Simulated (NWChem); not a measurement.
Molecule: C3H8BF; SMILES CC(C)BF

```xyz
13

B     -0.7398     0.9065     0.0955
F     -0.0323     2.0079    -0.1189
H     -1.9463     1.0430     0.1367
C     -0.0251    -0.4646     0.3452
C      1.4471    -0.4989    -0.0573
C     -0.8218    -1.6529    -0.1973
H     -0.0809    -0.5198     1.4576
H      1.9350    -1.4296     0.2744
H      1.5583    -0.4452    -1.1527
H      2.0080     0.3463     0.3682
H     -1.8735    -1.6241     0.1272
H     -0.3936    -2.6116     0.1372
H     -0.8182    -1.6639    -1.2997
```
Atoms are numbered in this order, from 1.

Geometry: optimised at PBE0/def2-SVP. Not confirmed as a minimum by frequencies.

Question: List the 6 lowest vertical singlet excitations and the 6 lowest triplet ones from BHandHLYP/6-31G* (spherical d), full TDDFT (NWChem).

Answer: 
```tsv
state	energy (eV)	oscillator strength	leading excitation (squared amplitude)
S1	6.57	0.000	HOMO → LUMO (0.94)
S2	8.90	0.016	HOMO−1 → LUMO (0.84)
S3	9.12	0.035	HOMO−2 → LUMO (0.90)
S4	9.71	0.036	HOMO−3 → LUMO (0.76)
S5	10.23	0.010	HOMO → LUMO+1 (0.90)
S6	10.62	0.005	HOMO−4 → LUMO (0.60)
T1	5.97	spin-forbidden	HOMO → LUMO (0.94)
T2	8.12	spin-forbidden	HOMO−1 → LUMO (0.52)
T3	8.69	spin-forbidden	HOMO−2 → LUMO (0.65)
T4	9.11	spin-forbidden	HOMO−1 → LUMO (0.31)
T5	9.62	spin-forbidden	HOMO → LUMO+1 (0.71)
T6	10.15	spin-forbidden	HOMO−8 → LUMO (0.52)
```
